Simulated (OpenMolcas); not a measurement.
**Cr3+: moving or changing the point charges**

Cr3+ among 2 point charges of -2 e arranged as a linear pair (D∞h), 1.81 Å from the ion.

```json
{
 "Program": "OpenMolcas",
 "Method": "SS-CASPT2, IPEA 0.25 Eh, imaginary shift 0.1 Eh (closed shells correlated: 3s 3p)",
 "Basis": "ANO-RCC-VTZP [6s5p3d2f1g]",
 "Scalar Hamiltonian": "DKH2, point nucleus",
 "Active space": "3 electrons in 5 orbitals (3d)",
 "State averaging": "2S+1 = 4 even, 10 roots; 2S+1 = 2 even, 40 roots",
 "Spin-orbit coupling": "state interaction with AMFI integrals over the reference wave functions"
}
```

Runs around this geometry, states (labels by Λ). Energies in cm-1 above the lowest state or level, χT in cm3 K/mol.

```csv
R (Å),q (e),Ground state,First state of that spin,First gap with spin-orbit (degeneracies),χT at 300 K,First state of another spin
1.81,-1.3,4Π,4Σ 1240,"130 (2, 2)",1.390,2Γ 15340
1.73,-2,4Π,4Σ 2030,"99 (2, 2)",1.531,2H 14690
1.81,-2,4Π,4Σ 1620,"110 (2, 2)",1.483,2H 15120
1.98,-2,4Π,4Σ 990,"150 (2, 2)",1.362,2Γ 15390
```

Taking the first state of the same spin as R^-n, n = -ln(990 / 2030) / ln(1.98 / 1.73) = 5.3 between the shortest and longest distance.

Scaling the charges by -1.3 / -2 = 0.65 scales the first state of the same spin by 1240 / 1620 = 0.77; with fixed orbitals a first-order splitting would follow the charge.

Roots that are degenerate in the reference are averaged as groups; the widest CASPT2 spread within a group is 67 cm-1 (the 2-fold group of multiplicity 2 near 61100 cm-1 above the lowest state of its run, R = 1.73, q = -2). Shifts and gaps below about the spread of the groups concerned are not significant. Free-ion shares, where given, are those of the reference states; single-state CASPT2 does not remix them. This is an electrostatic model: the charges have no orbitals. No measured value stands beside these numbers.
